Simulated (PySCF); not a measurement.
From one molecule to another.

First species: C3H12ClNSi2.
Z-matrix (Å and degrees, GFN2-xTB geometry), rows numbered from 1:
```
C 
C   1  1.5274
C   2  1.5251  1  111.14
N   2  1.4600  1  111.41  3   125.62
Si  4  1.7475  2  116.13  1   101.78
Si  4  1.7275  2  119.31  1   -76.11
Cl  6  2.0092  4  108.86  2   152.45
H   1  1.0870  2  109.86  3  -178.78
H   1  1.0865  2  110.61  3   -58.87
H   1  1.0875  2  110.11  3    61.37
H   2  1.0963  1  107.52  3  -117.55
H   3  1.0877  2  109.88  1   -63.44
H   3  1.0869  2  109.93  1   176.91
H   3  1.0865  2  110.90  1    56.77
H   5  1.4651  4  106.16  2    41.66
H   5  1.4550  4  108.42  2   160.43
H   5  1.4670  4  109.78  2   -77.29
H   6  1.4610  4  111.82  2    35.51
H   6  1.4646  4  111.31  2   -89.68
```

Second species: C5H8Cl2F2Si.
SMILES: `FC(F)[C@@H](Cl)[C@@H](Cl)[C@H]1C[SiH2]1`

Levels: PBE0/pcSseg-1 for dipole moment, HOMO energy, LUMO energy and HOMO–LUMO gap; GFN2-xTB for rotational constant A and rotational constant C. Geometries: GFN2-xTB. All species are isolated and taken at one optimised geometry, non-relativistic unless stated; the electronic structure was computed with PySCF and density fitting.

The conformers computed, where there is a choice (atom-mapped SMILES and torsion angles):
- `[CH3:1][CH:2]([CH3:3])[N:4]([SiH3:5])[SiH2:6][Cl:7]`: C1–C2–N4–Si5 102°, C2–N4–Si6–Cl7 152°
- `[F:1][CH:2]([F:3])[C@@H:4]([Cl:5])[C@@H:6]([Cl:7])[C@H:8]1[CH2:9][SiH2:10]1`: F1–C2–C4–Cl5 -176°, C2–C4–C6–Cl7 174°, C4–C6–C8–C9 91°

```csv
property,column X,column Y
dipole moment,2.74 D,2.30 D
HOMO energy,-7.35 eV,-7.03 eV
LUMO energy,-0.18 eV,0.46 eV
HOMO–LUMO gap,7.17 eV,7.49 eV
rotational constant A,1.027 GHz,1.940 GHz
rotational constant C,0.474 GHz,0.796 GHz
```

(1) Which column belongs to which species?

(2) How does each property change from the first species to the second?

Results:

(1) Column X is the second species and column Y the first. The first has 19 atoms and 82 electrons, the second 18 and 104.

(2) dipole moment +0.44 D; HOMO energy -0.32 eV; LUMO energy -0.64 eV; HOMO–LUMO gap -0.32 eV; rotational constant A -0.913 GHz; rotational constant C -0.322 GHz.

On the first: The dipole equals about 7.7 × 10⁻³⁰ C·m (1 D = 3.33564 × 10⁻³⁰ C·m). GFN2-xTB frequencies show an imaginary mode (46i cm⁻¹), so this geometry is no minimum at that level.

On the second: In atomic units the dipole is 1.08 e·bohr (1 au = 2.5417 D).
